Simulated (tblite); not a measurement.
C4H2NO2 (doublet state).
Z-matrix (Å and degrees, GFN2-xTB geometry), rows numbered from 1:
```
O 
C   1  1.1985
C   2  1.4673  1  124.83
C   3  1.4072  2  130.71  1     0.07
C   4  1.3593  3  105.96  2   179.99
O   5  1.3389  4  108.35  3     0.00
N   3  1.3181  2  121.48  1  -179.94
H   2  1.1044  1  122.91  3  -179.94
H   5  1.0702  4  133.29  3  -179.96
```

Level: GFN2-xTB in tblite, geometry and Hessian alike; calculated harmonic values, unscaled, isolated species. Against measured fundamentals such values can be off by several per cent, at times by over 20. One conformer, not necessarily the lowest. Open shells enter through the occupations alone, without spin polarisation, and single modes of such species can be off by tens of per cent.

Harmonic wavenumbers (cm⁻¹): 102.6, 188.2, 238.5, 491.6, 587.9, 627.8, 731.7, 794.8, 843.4, 924.0, 981.8, 1019.6, 1098.5, 1183.1, 1311.7, 1367.5, 1420.6, 1496.1, 1772.1, 2811.1, 3190.9.

A = 9632, B = 2006, C = 1660 MHz; mass 96.009 u (most abundant isotopes); point group Cs, symmetry number 1; spin multiplicity 2.

Question: What is the zero-point energy?

Answer: ½Σν̃ = 11592 cm⁻¹ = 138.67 kJ/mol.

Question: What is S at 400 K and 1 bar for an ideal gas of classical rigid rotors and harmonic oscillators?

Answer: Translation 171.89, rotation 115.41, vibration 61.69, spin (R ln 2) 5.76: S = 354.7 J/(mol K).

Question: And Cp and H(400 K) − H(0)?

Answer: Cp = 109.17 J/(mol K), of which vibrations give 75.91 (their classical limit is 21 R = 174.6); H(400 K) − H(0) = 27.33 kJ/mol without the zero-point energy, 14.03 from vibrations.

Question: What must be added to the electronic energy to get the Gibbs energy at 400 K and 1 bar?

Answer: ZPE + [H(400 K) − H(0)] − T·S = 138.67 + 27.33 − 141.90 = 24.10 kJ/mol.

Question: Which modes carry the vibrational entropy at 400 K?

Answer: 102.6 cm⁻¹: 16.65; 188.2 cm⁻¹: 11.72; 238.5 cm⁻¹: 9.84; 491.6 cm⁻¹: 4.58; 587.9 cm⁻¹: 3.48; 627.8 cm⁻¹: 3.11 J/(mol K); the other 15 give 12.31 together.

Hindered rotation and anharmonicity are outside this model. Other conformers, if any are populated, would add a mixing term that is left out.
